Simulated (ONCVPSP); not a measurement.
**Scattering properties, ONCV potential for silicon**

- Element: Si
- Generator: ONCVPSP 4.0.1
- Type: optimised norm-conserving Vanderbilt (ONCV)
- Functional: LDA (Perdew-Zunger)
- Relativity: non-relativistic
- Frozen core: [Ne]
- Valence charge: 4
- Reference configuration: 3s2 3p2
- Partial waves: 3s: rc 1.45 bohr, ncon 3, nbas 8, qcut 3.5 1/bohr, 1 projector; 3p: rc 2.00 bohr, ncon 4, nbas 8, qcut 4.1 1/bohr, 2 projectors, debl 0.5 Ha; d scattering state at 0.09 Ha: rc 1.65 bohr, ncon 4, nbas 8, qcut 5.9 1/bohr, 1 projector
- Local potential: polynomial inside 1.25 bohr (lpopt 5, dvloc0 6 Ha)
- Core correction: polynomial model core, fcfact 0.4

The phase is arctan(r·R′/R) of the radial function R(r), unwrapped; energies in Ha, scanned from -2 to 5 Ha. A pole is an energy at which the radial function vanishes at the test radius. The pseudo phase is shifted by a multiple of π to meet the all-electron one at the reference energy, and phase errors are pseudo minus all-electron; the curves can meet again beyond the range given. Levels narrower than the energy grid can be missing from the lists of poles.

**Question.** For each channel, where are the poles, and over which energies does the pseudopotential scatter like the atom?

**Answer.**

```csv
channel,radius (bohr),reference energy (Ha),"poles, all-electron","poles, pseudo",unbroken range about the reference energy with phases within 0.05 rad,phase error 1 Ha above the reference energy (rad)
s,1.47,-0.40,3.99,2.47,below 1.2,-0.029
p,2.03,-0.15,1.39,1.38,below 2.8,-0.000
d,1.67,0.09,2.65,2.79,below 3.5,+0.005
```

Phases in the p channel:

```tsv
E (Ha)	all-electron	pseudo
-1.98	1.185	1.183
-1.80	1.151	1.150
-1.62	1.109	1.107
-1.44	1.054	1.053
-1.26	0.981	0.980
-1.08	0.879	0.878
-0.90	0.730	0.730
-0.72	0.504	0.503
-0.54	0.166	0.165
-0.36	-0.262	-0.263
-0.18	-0.658	-0.658
0.00	-0.941	-0.941
0.18	-1.127	-1.127
0.36	-1.253	-1.253
0.54	-1.343	-1.343
0.72	-1.410	-1.410
0.90	-1.464	-1.464
1.08	-1.508	-1.508
1.26	-1.546	-1.547
1.44	-1.581	-1.582
1.62	-1.614	-1.615
1.80	-1.646	-1.649
1.98	-1.680	-1.684
2.16	-1.716	-1.722
2.34	-1.757	-1.767
2.52	-1.806	-1.823
2.70	-1.868	-1.897
2.88	-1.952	-2.006
3.06	-2.076	-2.182
3.24	-2.275	-2.501
3.42	-2.620	-3.058
3.60	-3.151	-3.665
3.78	-3.676	-4.039
3.96	-4.011	-4.241
4.14	-4.204	-4.360
4.32	-4.323	-4.437
4.50	-4.402	-4.492
4.68	-4.459	-4.533
4.86	-4.502	-4.566
```
